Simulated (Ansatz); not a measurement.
`[SiH3][SiH]1CS1` + `CNC` → `CN(C)[SiH3]` + `C1[SiH2]S1` at 400 K and 1 bar (cleavage of the Si–Si bond).

Calculated with Ansatz (gas phase, PBE0-D4/def2-TZVP geometries, no zero-point term in ΔE). CCSD(T)/CBS adds triple-zeta CCSD(T) − MP2 to the extrapolated MP2 energy (def2 sets, frozen cores).

```
          species  CCSD(T)/CBS energy (Eh)  H − E (kJ/mol)  S (J/(mol·K))
`[SiH3][SiH]1CS1`              -1017.58743           194.9          375.2
            `CNC`               -135.00321           264.6          293.2
    `CN(C)[SiH3]`               -425.29981           312.9          361.2
     `C1[SiH2]S1`               -727.30403           138.5          299.2
```

H − E and S are ideal-gas, rigid-rotor, harmonic terms from PBE0-D4/def2-TZVP, for one conformer and one mirror image of each species. 1 Eh = 2625.50 kJ/mol, R = 8.31446 J/(mol·K).

Question: By hand: ΔE, ΔH, ΔS and ΔG.

Answer: ΔE = (-425.29981) + (-727.30403) − (-1017.58743) − (-135.00321) = -0.01320 Eh = -34.7 kJ/mol. Δ(H − E) = 312.9 + 138.5 − 194.9 − 264.6 = -8.1, so ΔH = -42.8 kJ/mol. ΔS = 361.2 + 299.2 − 375.2 − 293.2 = -8.0 J/(mol·K). ΔG = -42.8 − 400 × (-8.0)/1000 = -39.6 kJ/mol.

Question: By hand: the equilibrium constant, and the temperature at which ΔG would vanish if ΔH and ΔS stayed fixed.

Answer: log₁₀ K = −ΔG/(RT ln 10) = 5.2. ΔG = 0 at ΔH/ΔS = 5350 K, far beyond where these terms or the molecules hold.

The number of gas molecules stays the same, so ΔS is small and ΔH decides. A doubt of 5 kJ/mol in ΔE shifts log₁₀ K by 0.7 here. Other conformers and mirror images would add mixing entropy, several J/(mol·K) or more a flexible species. These are equilibria of isolated gas molecules and say nothing of rates. Largest T1 diagnostic: 0.013 (customary marks: 0.02 for closed shells, 0.045 for open ones).
